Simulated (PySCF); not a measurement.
SMILES CC[SiH2]F, GFN2-xTB optimised geometry.

```
11

C      1.75    -0.73     0.00
C      0.22    -0.73     0.00
Si    -0.53     1.01     0.00
F     -2.14     0.83    -0.01
H      2.13    -0.22     0.88
H      2.14    -1.75     0.01
H      2.13    -0.23    -0.88
H     -0.13    -1.29    -0.87
H     -0.13    -1.29     0.87
H     -0.25     1.74     1.22
H     -0.24     1.75    -1.22
```

Density from PBE/def2-TZVP (PySCF) at that geometry.

Minimum of the electron density along straight lines between bonded atoms, close to the bond critical point (lines longer than 1.1 times the sum of covalent radii, or with two minima, are not listed):

```
bond     length / Å  ρ at the minimum / e bohr⁻³  ∇²ρ there / e bohr⁻⁵  position (fraction from the first atom)
-------  ----------  ---------------------------  --------------------  ---------------------------------------
C1–C2         1.526                        0.237                   [?]                                     0.50
C2–Si3        1.896                        0.121                  0.12                                     0.61
Si3–F4        1.614                        0.133                   [?]                                     0.42
C1–H5         1.088                        0.278                 -0.93                                     0.64
C1–H6         1.089                        0.277                 -0.93                                     0.64
C1–H7         1.088                        0.278                 -0.93                                     0.64
C2–H8         1.093                        0.272                 -0.89                                     0.64
C2–H9         1.093                        0.272                 -0.89                                     0.64
Si3–H10       1.457                        0.128                  0.16                                     0.50
Si3–H11       1.456                        0.128                  0.16                                     0.50
```

### Question
Complete the blanks.

### Answer

- C1–C2, ∇²ρ there / e bohr⁻⁵: -0.54
- Si3–F4, ∇²ρ there / e bohr⁻⁵: 0.92
